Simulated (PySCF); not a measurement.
Species: C5H10Se.
Numbering: `[CH2:1]=[CH:2][Se:3][CH2:4][CH2:5][CH3:6]` (hydrogens: H7, H8 on C1; H9 on C2; H10, H11 on C4; H12, H13 on C5; H14, H15, H16 on C6)

Geometry (PBE0-D3(BJ)/def2-SVP, Å), atoms numbered from 1 in this order:
```xyz
16
C5H10Se angstrom
C      2.9141    0.1826    1.9059
C      1.6312   -0.1342    1.7166
Se     1.0347   -1.6716    0.7909
C     -0.6931   -0.9624    0.2250
C     -0.6113    0.0932   -0.8638
C     -1.9820    0.6063   -1.2801
H      3.1890    1.0434    2.5218
H      3.7287   -0.4022    1.4686
H      0.8298    0.4707    2.1585
H     -1.2605   -1.8444   -0.1133
H     -1.2025   -0.5791    1.1243
H      0.0133    0.9302   -0.5081
H     -0.0803   -0.3291   -1.7330
H     -2.6148   -0.2075   -1.6695
H     -2.5162    1.0625   -0.4310
H     -1.8994    1.3692   -2.0690
```

The closed-shell ground state was solved at several levels (PySCF, density fitting, gas phase). The calculation is non-relativistic and has no spin–orbit coupling, an omission that weighs most on selenium.

| level | basis functions | HOMO (eV) | LUMO (eV) | gap (eV) | dipole (D) |
| --- | --- | --- | --- | --- | --- |
| B3LYP/pcJ-1 (pcSseg-1 on Se) | 276 | -5.75 | -0.22 | 5.53 | 1.48 |
| CAM-B3LYP/def2-SVPD | 221 | -7.24 | 0.81 | 8.05 | 1.57 |
| PBE0/pcSseg-1 | 176 | -6.00 | -0.03 | 5.97 | 1.56 |

**Question.** What might CAM-B3LYP/pcSseg-1 (176 basis functions) give for the same quantities?

**Answer.** HOMO -7.22 eV, LUMO 1.13 eV, gap 8.35 eV, dipole 1.48 D.

**Question.** Over all these levels, which gives the widest orbital gap and which the narrowest?

**Answer.** CAM-B3LYP/pcSseg-1 (range-separated hybrid) has the widest, 8.35 eV, and B3LYP/pcJ-1 (pcSseg-1 on Se) (global hybrid, 20 % exact exchange) the narrowest, 5.53 eV. Functional and basis both differ between the two, so the spread mixes both effects.

**Question.** How far do the dipole and the HOMO energy spread over the levels?

**Answer.** The dipole runs from 1.48 to 1.57 D (mean 1.52 D) and the HOMO from -7.24 to -5.75 eV.

One conformer stands for the species.
